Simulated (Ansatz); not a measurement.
Gas-phase reaction in SMILES: CB(S)S [methyl-bis(sulfanyl)borane] → [CH2]B(S)S + H atom (the C-H bond breaks)

Wanted: bond dissociation energy (enthalpy at 298 K), in kcal/mol. Set-up: no dispersion term unless named; six Cartesian d functions in 6-31G* and its kin unless marked 5d; 6-311+G** with 5d, 6d on Na to Ar in Ansatz (a first-principles code); no spin-orbit coupling; non-relativistic; UHF or UKS for open shells; LANL2DZ with its own core potentials from Na on; valence correlation only. Basis-set limits of correlation are two-point, X^-3; Hartree-Fock from the larger set. First-principles rows: single points at B3LYP-D3(BJ) geometries (Ansatz), with unscaled harmonic terms from B3LYP/6-31G* (Ansatz) at its own minima.

Coupled cluster (Ansatz) is a level with limits of its own, used here on species with T1 under 0.025 (0.045 for open shells) and stable references: CCSD(T)/CBS(aug-cc-pV(T+d)Z,aug-cc-pV(Q+d)Z).

Value to compare with, CCSD(T)/CBS(aug-cc-pV(T+d)Z,aug-cc-pV(Q+d)Z) (Ansatz): 96.6 kcal/mol.

```csv
level,program,bond dissociation energy (enthalpy at 298 K) (kcal/mol),difference
PBE/STO-3G,Ansatz,117.7,21.1
PBE/3-21G,Ansatz,93.4,-3.2
PBE/LANL2DZ,Ansatz,93.1,-3.5
PBE/6-31G*,Ansatz,92.8,-3.8
PBE/def2-SVP,Ansatz,92.0,-4.6
PBE/6-311+G**,Ansatz,92.0,-4.6
PBE/def2-TZVPD,Ansatz,91.7,-4.9
```

Among the 6 habitual levels, PBE/STO-3G lies farthest from CCSD(T)/CBS(aug-cc-pV(T+d)Z,aug-cc-pV(Q+d)Z) (Ansatz) (21.1 kcal/mol); 1 of 6 lie above it, and their mean absolute difference is 6.8 kcal/mol, the median 4.2. One case shows no general order.

The sets are all those run for this method; left out are runs that failed, that the program found above a lower state of the same kind, or whose <S^2> lies over 0.5 above the pure value.
